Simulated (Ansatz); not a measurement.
# PtH4(NH3) in a box, plane waves

Ansatz 0.2.0, DFT PBE, spin-orbit coupling, plane waves, PAW, molecule in a box. The geometry was relaxed with Gaussian bases (PBE0; Pt def2-SVP with ECP60, H def2-SVP, N def2-SVP).

```yaml
crystal:
  lattice:
    - [12.28, 0.0, 0.0]
    - [0.0, 13.11, 0.0]
    - [0.0, 0.0, 11.13]
  atoms:
    - { symbol: Pt, position: [0.49086156, 0.54621053, 0.54807907] }
    - { symbol: H, position: [0.6077443, 0.61039436, 0.59526415] }
    - { symbol: H, position: [0.63375977, 0.55105568, 0.58012399] }
    - { symbol: H, position: [0.45239739, 0.65656064, 0.57886613] }
    - { symbol: H, position: [0.36644951, 0.5327376, 0.51654088] }
    - { symbol: "N", position: [0.51408713, 0.38425782, 0.49561635] }
    - { symbol: H, position: [0.45053664, 0.34324943, 0.52949057] }
    - { symbol: H, position: [0.51008795, 0.37790923, 0.40431267] }
    - { symbol: H, position: [0.58385098, 0.34892143, 0.52259569] }
basis:
  ecutwfc: 420
  ecutrho_ratio: 4
kpoints:
  mp_grid: { grid: [1, 1, 1] }
hamiltonian:
  xc: pbe
scf:
  occupations: { method: gaussian, width: 0.01 }
output:
  forces: true
  eigenvalues: true
  populations: true
  write_density: true
  write_potential: true
  elf: true
  volumetric_format: npy
magnetization:
  noncollinear: true
  spin_orbit: true
```

Command:
```sh
ansatz run input.yaml --threads 2 --pin off --max-ram 5120MiB --backend cpu --events-out ev --progress --plain --runs-dir out
```
It took 18 s on 2 threads of Arm Neoverse V1 (shared host), peak memory 2.1 GiB.

(1) How does the SCF go?

(2) Which levels lie next to the highest filled one (eV, counted from it)?

(3) What forces are left at this geometry, relaxed with Gaussian bases (eV/Å)?

The highest of the empty levels listed lie near the vacuum level and may be states of the box.

The forces come from the other functional as well as from the basis.

On relaxing from the template, bonds within or between ligands changed, so the formula names the start rather than the bonding at the end.

Answers

(1) 
```
SCF iter   1: F=—  HF=-13056.451174 eV  |F-HF|=—  |Δ(HF+E_count)|=         —  Δρ=2.45e-2
preconditioner: auto → Resta (q_TF=auto, 1.380 Å⁻¹)  ε∞=1.1  [insulator: Δε(μ)=3.833 eV  Ē_g=10.505 eV  σ=0.010 eV  W_gap=1.00  n_
spin=Noncollinear: Resta preconditioning applied to the charge; magnetization (m_x, m_y, m_z) channels mix plain (no charge-respon
SCF iter   2: F=—  HF=-13053.672504 eV  |F-HF|=—  |Δ(HF+E_count)|=    2.78e0  Δρ=1.21e-2
SCF iter   3: F=—  HF=-13053.060653 eV  |F-HF|=—  |Δ(HF+E_count)|=   6.12e-1  Δρ=5.54e-3
...
SCF iter   5: F=—  HF=-13052.969218 eV  |F-HF|=—  |Δ(HF+E_count)|=   1.21e-2  Δρ=5.66e-4
SCF iter   6: F=—  HF=-13052.968692 eV  |F-HF|=—  |Δ(HF+E_count)|=   5.26e-4  Δρ=1.81e-4
SCF iter   7: F=—  HF=-13052.968689 eV  |F-HF|=—  |Δ(HF+E_count)|=   3.11e-6  Δρ=2.43e-5
SCF iter   8: F=—  HF=-13052.968671 eV  |F-HF|=—  |Δ(HF+E_count)|=   1.79e-5  Δρ=7.77e-6
SCF iter   9: F=-13052.968671 eV  HF=-13052.968671 eV  |F-HF|=4.19e-8  |Δ(HF+E_count)|=   2.32e-8  Δρ=2.32e-6
```

(2) Filled: -2.64, -2.64, -1.81, -1.81, -1.38, -1.38, -0.50, -0.50, 0.00, 0.00. Empty: 3.13, 3.13, 4.16, 4.16, 4.48, 4.48, 4.62, 4.62.

(3) 
```
Pt   0.37 -0.08  0.05
H   -0.18  0.06 -0.02
H   -0.05 -0.18 -0.06
H   -0.06  0.07  0.01
H   -0.02 -0.04 -0.01
N   -0.06  0.08  0.01
H   -0.07  0.00  0.05
H    0.00  0.05 -0.08
H    0.08  0.03  0.05
```
